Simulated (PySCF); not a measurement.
BH4O3, SMILES OB(O)[OH2+], charge +1.

Geometry optimised at PBE0-D3(BJ)/def2-SVP. The isomer is the one that the SMILES or the coordinates give; other isomers of the formula were not compared. Other conformers were not sampled.

The numbers are results of PBE0-D3(BJ)/def2-SVP (PySCF), not measurements.

Harmonic, unscaled wavenumbers; measured fundamentals usually lie a few per cent lower.

| mode | ν (cm⁻¹) | IR (km/mol) | moving atoms (share of kinetic energy) |
|---|---|---|---|
| 1 | 138 | 50.0 | H 90 %, O 10 % |
| 2 | 359 | 305.0 | H 65 %, O 31 % |
| 3 | 374 | 166.2 | H 73 %, O 23 % |
| 4 | 387 | 70.9 | H 71 %, O 25 % |
| 5 | 438 | 40.3 | O 64 %, H 27 %, B 8 % |
| 6 | 542 | 62.9 | H 86 % |
| 7 | 618 | 102.9 | B 70 %, O 19 %, H 10 % |
| 8 | 712 | 62.4 | O 57 %, H 28 %, B 16 % |
| 9 | 769 | 174.1 | H 81 %, O 15 % |
| 10 | 877 | 45.0 | H 67 %, O 33 % |
| 11 | 956 | 145.2 | H 58 %, O 42 % |
| 12 | 1253 | 249.2 | B 53 %, O 36 %, H 11 % |
| 13 | 1594 | 244.8 | H 87 %, O 11 % |
| 14 | 1726 | 489.5 | B 74 %, O 23 % |
| 15 | 3709 | 289.6 | H 96 % |
| 16 | 3824 | 389.3 | H 92 % |
| 17 | 3878 | 308.0 | H 94 % |
| 18 | 3937 | 271.6 | H 94 % |
